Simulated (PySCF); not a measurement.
Species: C8H10Si.
Numbering: `[CH2:1]=[CH:2][C:3]1=[CH:4][SiH2:5][CH:6]=[C:7]1[CH:8]=[CH2:9]` (hydrogens: H10, H11 on C1; H12 on C2; H13 on C4; H14, H15 on Si5; H16 on C6; H17 on C8; H18, H19 on C9)

The same species was optimised twice, with GFN2-xTB and with PBE0-D3(BJ)/def2-SVP (PySCF), and the same property calculations (PySCF, gas phase) were run on both structures.

```json
{"coordinate": "C3–C7 (Å)", "GFN2-xTB": "1.480", "PBE0-D3(BJ)/def2-SVP": "1.511", "change": "+0.031"}
{"coordinate": "Si5–C6 (Å)", "GFN2-xTB": "1.878", "PBE0-D3(BJ)/def2-SVP": "1.863", "change": "-0.015"}
{"coordinate": "C4–Si5 (Å)", "GFN2-xTB": "1.878", "PBE0-D3(BJ)/def2-SVP": "1.863", "change": "-0.015"}
{"coordinate": "C8=C9 (Å)", "GFN2-xTB": "1.327", "PBE0-D3(BJ)/def2-SVP": "1.340", "change": "+0.013"}
{"coordinate": "C1=C2 (Å)", "GFN2-xTB": "1.327", "PBE0-D3(BJ)/def2-SVP": "1.340", "change": "+0.013"}
{"coordinate": "C6=C7 (Å)", "GFN2-xTB": "1.348", "PBE0-D3(BJ)/def2-SVP": "1.360", "change": "+0.012"}
{"coordinate": "C3=C4 (Å)", "GFN2-xTB": "1.348", "PBE0-D3(BJ)/def2-SVP": "1.360", "change": "+0.012"}
{"coordinate": "C7–C8 (Å)", "GFN2-xTB": "1.458", "PBE0-D3(BJ)/def2-SVP": "1.468", "change": "+0.010"}
{"coordinate": "C2–C3 (Å)", "GFN2-xTB": "1.458", "PBE0-D3(BJ)/def2-SVP": "1.468", "change": "+0.010"}
{"coordinate": "C4–Si5–C6 (°)", "GFN2-xTB": "88.3", "PBE0-D3(BJ)/def2-SVP": "91.6", "change": "+3.3"}
{"coordinate": "C7–C8–C9 (°)", "GFN2-xTB": "125.2", "PBE0-D3(BJ)/def2-SVP": "127.6", "change": "+2.4"}
{"coordinate": "C1–C2–C3 (°)", "GFN2-xTB": "125.2", "PBE0-D3(BJ)/def2-SVP": "127.5", "change": "+2.3"}
{"coordinate": "C3–C4–Si5 (°)", "GFN2-xTB": "110.8", "PBE0-D3(BJ)/def2-SVP": "108.8", "change": "-2.0"}
{"coordinate": "Si5–C6–C7 (°)", "GFN2-xTB": "110.9", "PBE0-D3(BJ)/def2-SVP": "108.8", "change": "-2.1"}
{"coordinate": "C6–C7–C8 (°)", "GFN2-xTB": "121.5", "PBE0-D3(BJ)/def2-SVP": "119.6", "change": "-1.9"}
{"coordinate": "C2–C3–C4 (°)", "GFN2-xTB": "121.5", "PBE0-D3(BJ)/def2-SVP": "119.6", "change": "-1.9"}
{"coordinate": "C3–C7–C8 (°)", "GFN2-xTB": "123.5", "PBE0-D3(BJ)/def2-SVP": "125.1", "change": "+1.6"}
{"coordinate": "C1–C2–C3–C4 (°)", "GFN2-xTB": "139", "PBE0-D3(BJ)/def2-SVP": "148", "change": "+9"}
{"coordinate": "C6–C7–C8–C9 (°)", "GFN2-xTB": "139", "PBE0-D3(BJ)/def2-SVP": "148", "change": "+9"}
```

Rotational constants: A = 2387, B = 1108, C = 815.2 MHz (GFN2-xTB) against A = 2275, B = 1112, C = 799.3 MHz (PBE0-D3(BJ)/def2-SVP). Point groups within 0.08 Å: C2 and C2.

On the GFN2-xTB structure: HOMO (eV) -6.40 [PBE0/pcSseg-1]; LUMO (eV) -1.70 [PBE0/pcSseg-1]; dipole (D) 0.48 [PBE0/pcSseg-1]; GIAO shielding of C1/C9 (mean) (ppm) 55.7 [PBE0/pcSseg-1]; GIAO shielding of C2/C8 (mean) (ppm) 45.4 [PBE0/pcSseg-1]; GIAO shielding of C3/C7 (mean) (ppm) 20.9 [PBE0/pcSseg-1]; GIAO shielding of C4/C6 (mean) (ppm) 53.2 [PBE0/pcSseg-1]; GIAO shielding of Si5 (ppm) 396.9 [PBE0/pcSseg-1].

**Question.** What do these properties become on the PBE0-D3(BJ)/def2-SVP structure?

**Answer.** 
| property | level | on GFN2-xTB | on PBE0-D3(BJ)/def2-SVP | change |
| --- | --- | --- | --- | --- |
| HOMO (eV) | PBE0/pcSseg-1 | -6.40 | -6.50 | -0.10 |
| LUMO (eV) | PBE0/pcSseg-1 | -1.70 | -1.80 | -0.10 |
| dipole (D) | PBE0/pcSseg-1 | 0.48 | 0.72 | +0.24 |
| energy, GFN2-xTB geometry as zero (kcal/mol) | PBE0/pcSseg-1 | 0.0 | -2.5 | -2.5 |
| GIAO shielding of C1/C9 (mean) (ppm) | PBE0/pcSseg-1 | 55.7 | 55.7 | 0.0 |
| GIAO shielding of C2/C8 (mean) (ppm) | PBE0/pcSseg-1 | 45.4 | 41.2 | -4.2 |
| GIAO shielding of C3/C7 (mean) (ppm) | PBE0/pcSseg-1 | 20.9 | 17.6 | -3.3 |
| GIAO shielding of C4/C6 (mean) (ppm) | PBE0/pcSseg-1 | 53.2 | 48.9 | -4.3 |
| GIAO shielding of Si5 (ppm) | PBE0/pcSseg-1 | 396.9 | 395.2 | -1.7 |

The heavy atoms differ by 0.062 Å rms after alignment. Among bonds between heavy atoms C3–C7 changes most (+0.031 Å). Changes are differences of the printed values. Neither structure is proved a minimum here.

The values belong to the conformer `[CH2:1]=[CH:2][C:3]1=[CH:4][SiH2:5][CH:6]=[C:7]1[CH:8]=[CH2:9]`: C1–C2–C3–C4 148°, C6–C7–C8–C9 148°.
